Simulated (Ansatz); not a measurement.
Geometry optimisation, Ansatz, DFT PBE-D3(BJ), scalar-relativistic, plane waves, PAW.

Input:

```yaml
accuracy: low
crystal:
  lattice:
    - [8.004449, 0.0, 0.0]
    - [0.0, 8.004449, 0.0]
    - [0.0, 0.0, 20.597555]
  atoms:
    - { symbol: H, position: [0.4080121, 0.0, 0.0485495] }
    - { symbol: H, position: [0.0919879, 0.0, 0.0485495] }
    - { symbol: H, position: [0.9080121, 0.0, 0.0485495] }
    - { symbol: H, position: [0.5919879, 0.0, 0.0485495] }
    - { symbol: H, position: [0.4080121, 0.5, 0.0485495] }
    - { symbol: H, position: [0.0919879, 0.5, 0.0485495] }
    - { symbol: H, position: [0.9080121, 0.5, 0.0485495] }
    - { symbol: H, position: [0.5919879, 0.5, 0.0485495] }
    - { symbol: Ge, position: [0.25, 0.0, 0.0919697] }
    - { symbol: Ge, position: [0.75, 0.0, 0.0919697] }
    - { symbol: Ge, position: [0.25, 0.5, 0.0919697] }
    - { symbol: Ge, position: [0.75, 0.5, 0.0919697] }
    - { symbol: Ge, position: [0.25, 0.25, 0.1606671] }
    - { symbol: Ge, position: [0.75, 0.25, 0.1606671] }
    - { symbol: Ge, position: [0.25, 0.75, 0.1606671] }
    - { symbol: Ge, position: [0.75, 0.75, 0.1606671] }
    - { symbol: Ge, position: [0.0, 0.25, 0.2293646] }
    - { symbol: Ge, position: [0.5, 0.25, 0.2293646] }
    - { symbol: Ge, position: [0.0, 0.75, 0.2293646] }
    - { symbol: Ge, position: [0.5, 0.75, 0.2293646] }
    - { symbol: Ge, position: [0.0, 0.0, 0.2980621] }
    - { symbol: Ge, position: [0.5, 0.0, 0.2980621] }
    - { symbol: Ge, position: [0.0, 0.5, 0.2980621] }
    - { symbol: Ge, position: [0.5, 0.5, 0.2980621] }
    - { symbol: Ge, position: [0.25, 0.0969069, 0.3648176] }
    - { symbol: Ge, position: [0.75, 0.0969069, 0.3648176] }
    - { symbol: Ge, position: [0.25, 0.4030931, 0.3473398] }
    - { symbol: Ge, position: [0.75, 0.4030931, 0.3473398] }
    - { symbol: H, position: [0.25, 0.4702262, 0.4174066] }
    - { symbol: H, position: [0.75, 0.4702262, 0.4174066] }
basis:
  ecutwfc: 420.0
kpoints:
  mp_grid: { grid: [1, 1, 1] }
hamiltonian:
  xc: pbe
  dispersion: d3bj
  pseudopotentials: { kind: paw, azcp: { folder: soft_1 } }
scf:
  occupations: { method: fermi_dirac, width: 0.02 }
  lower_state_search: "off"
relax:
  f_tol: 0.08
  max_steps: 25
  adjacent_minimum: "off"
  constraints: [{ sites: [0, 1, 2, 3, 4, 5, 6, 7, 8, 9, 10, 11] }]
```

Run as:

```bash
$ ansatz run input.yaml --threads 4 --pin off --max-ram 10240MiB --backend cpu --events-out ev --progress --plain --runs-dir out
```

Problem. Where does it end, and by what steps?

Solution. The forces met the threshold. Limits of this set-up: coarse k mesh, thin slab, slab without dipole correction, a typed lattice constant that wasn't relaxed here, low accuracy level. After 7 steps the energy has fallen by 1.190 eV; Ge25 moved furthest, 0.42 Å.

| step | energy less start (eV) | largest force component (eV/Å) | accepted |
| --- | --- | --- | --- |
| 0 | 0.0000 | 0.818 | yes |
| 1 | -0.4859 | 1.231 | yes |
| 2 | -0.9023 | 0.635 | yes |
| 3 | -1.0534 | 0.396 | yes |
| 4 | -1.1323 | 0.427 | yes |
| 5 | -1.1757 | 0.358 | yes |
| 6 | -1.1873 | 0.132 | yes |
| 7 | -1.1901 | 0.019 | yes |

```xyz
30
Lattice="8.0044 0.0000 0.0000 0.0000 8.0044 0.0000 0.0000 0.0000 20.5976" Properties=species:S:1:pos:R:3
H 3.266 0.000 1.000
H 0.736 0.000 1.000
H 7.268 0.000 1.000
H 4.739 0.000 1.000
H 3.266 4.002 1.000
H 0.736 4.002 1.000
H 7.268 4.002 1.000
H 4.739 4.002 1.000
Ge 2.001 0.000 1.894
Ge 6.003 0.000 1.894
Ge 2.001 4.002 1.894
Ge 6.003 4.002 1.894
Ge 2.001 1.998 3.220
Ge 6.003 1.998 3.220
Ge 2.001 6.005 3.336
Ge 6.003 6.005 3.336
Ge 0.000 2.022 4.557
Ge 4.002 2.022 4.557
Ge 0.000 5.979 4.776
Ge 4.002 5.979 4.776
Ge 0.000 0.077 5.968
Ge 4.002 0.077 5.968
Ge 0.000 3.909 6.113
Ge 4.002 3.909 6.113
Ge 2.001 0.701 7.925
Ge 6.003 0.701 7.925
Ge 2.001 3.233 7.365
Ge 6.003 3.233 7.365
H 2.001 4.007 8.719
H 6.003 4.007 8.719
```

Whether the end is a true minimum wasn't checked by a vibrational analysis.

Time of the run: 34 s on 4 threads of Arm Neoverse V1 (shared host), peak memory 1.1 GiB.
